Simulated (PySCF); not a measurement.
Ga(H)2(OH) (GaH₃O), SMILES [OH][GaH2]. Atoms are numbered in the order given.

```xyz
5

Ga    -0.0052     0.3654     0.0000
H      1.3884     1.0748     0.0000
H     -1.4507     0.9877     0.0000
O      0.1217    -1.4403     0.0000
H     -0.7502    -1.8687     0.0000
```
Charge 0, spin multiplicity 1.

The structure is a stationary point at PBE-D3(BJ)/def2-TZVP.

Method: M06-2X/def2-TZVPD (PySCF).

Symmetry labels are those of the subgroup Cs that the program uses (full group Cs).

**Question.** List the valence orbital energies around the gap with their symmetry. (An estimate is asked for; the answer gives what the named calculation found.)

**Answer.** 
```
orbital  symmetry  energy (eV)
-------  --------  -----------
HOMO−7         A"       -27.26
HOMO−6         A'       -27.12
HOMO−5         A'       -26.81
HOMO−4         A'       -15.20
HOMO−3         A'       -13.08
HOMO−2         A'       -10.85
HOMO−1         A"       -10.58
HOMO           A'        -9.86
LUMO           A"        -0.76
LUMO+1         A'         0.17
LUMO+2         A'         0.78
LUMO+3         A'         1.09
```
